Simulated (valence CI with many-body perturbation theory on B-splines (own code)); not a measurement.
## How close is CI+MBPT for Nd II?

Level of theory: valence CI with perturbative core correlation (CI+MBPT): five valence electrons over a frozen Dirac-Fock core [Xe], radial functions for each j: 7 s, 7 p, 7 d, 7 f, 4 g, 2 h, with the one-electron correlation potential Σ1 (screened to all orders), the two-electron term Σ2, the three-electron term Σ3, Breit, model QED; the open f shell's mean field enters the energy denominators; selected single and double excitations, second order for the rest, scaled by the run's own slope (own B-spline code, finite nucleus).

Set against measurement, 20 paired levels are off by 362 cm⁻¹ on average, the worst by 604. These come from a selection out of the NIST Handbook of Basic Atomic Spectroscopic Data. Levels without a partner in it may be off by more, other configurations by several thousand cm⁻¹. Not all symmetries were solved, so the list stops early. Among the levels kept, up to 2100 cm⁻¹ of a level comes from second order outside the variational space, and about a tenth of that is noise between levels of different J, which matters for small intervals. Only levels of the ground parity were solved; by the run's estimate the other parity begins above the list, which can be wrong where configurations are misplaced.

Measured levels: NIST Handbook of Basic Atomic Spectroscopic Data (Sansonetti and Martin, J. Phys. Chem. Ref. Data 34, 1559 (2005)). Pairs share parity and J, and are chosen by configuration, term and nearness in energy; levels without a clear partner are left out. Energies in cm⁻¹ above the measured ground level.

Names give the largest LS component (configuration and term), which can be under half, so a name can repeat, a term be missing and a line seem to break the LS rules; names also repeat where a configuration has a term twice.

| Computed label | Label in the source | Measured | Computed | Difference |
| --- | --- | --- | --- | --- |
| 4f4 6s 6I_7/2 | 4f4(5I) 6s 6I | 0 | 0.0 | 0 |
| 4f4 6s 6I_9/2 | 4f4(5I) 6s 6I | 513.3 | 534.6 | +21 |
| 4f4 6s 6I_11/2 | 4f4(5I) 6s 6I | 1470.1 | 1571.3 | +101 |
| 4f4 6s 4I_9/2 | 4f4(5I) 6s 4I | 1650.2 | 1733.0 | +83 |
| 4f4 6s 6I_13/2 | 4f4(5I) 6s 6I | 2585.5 | 2810.6 | +225 |
| 4f4 6s 4I_11/2 | 4f4(5I) 6s 4I | 3066.8 | 3239.9 | +173 |
| 4f4 6s 6I_15/2 | 4f4(5I) 6s 6I | 3801.9 | 4062.2 | +260 |
| 4f4 5d 6L_11/2 | 4f4(5I) 5d 6L | 4437.6 | 3833.1 | -604 |
| 4f4 6s 4I_13/2 | 4f4(5I) 6s 4I | 4512.5 | 4798.9 | +286 |
| 4f4 6s 6I_17/2 | 4f4(5I) 6s 6I | 5085.6 | 5438.4 | +353 |
| 4f4 5d 6L_13/2 | 4f4(5I) 5d 6L | 5487.7 | 4953.9 | -534 |
| 4f4 6s 4I_15/2 | 4f4(5I) 6s 4I | 5985.6 | 6310.9 | +325 |
| 4f4 5d 6K_9/2 | 4f4(5I) 5d 6K | 6005.3 | 5481.8 | -523 |
| 4f4 5d 6L_15/2 | 4f4(5I) 5d 6L | 6637.4 | 6169.7 | -468 |
| 4f4 5d 6K_11/2 | 4f4(5I) 5d 6K | 6931.8 | 6499.9 | -432 |
| 4f4 5d 6I_7/2 | 4f4(5I) 5d 6I | 7524.7 | 7036.8 | -488 |
| 4f4 5d 6L_17/2 | 4f4(5I) 5d 6L | 7868.9 | 7435.9 | -433 |
| 4f4 5d 6K_13/2 | 4f4(5I) 5d 6K | 7950.1 | 7561.5 | -389 |
| 4f4 5d 6I_9/2 | 4f4(5I) 5d 6I | 8420.3 | 8023.0 | -397 |
| 4f4 5d 6G_3/2 | 4f4(5I) 5d 6G | 8716.4 | 8123.3 | -593 |
| 4f4 5d 6G_5/2 | 4f4(5I) 5d 6G | 8796.4 | 8254.3 | -542 |

Over 20 excited levels the mean absolute difference is 362 cm⁻¹, the median 393 and the largest 604. The comparison draws on a selection of the measured levels: 21 of the 21 computed ones have a partner in it, and others may be off by more.
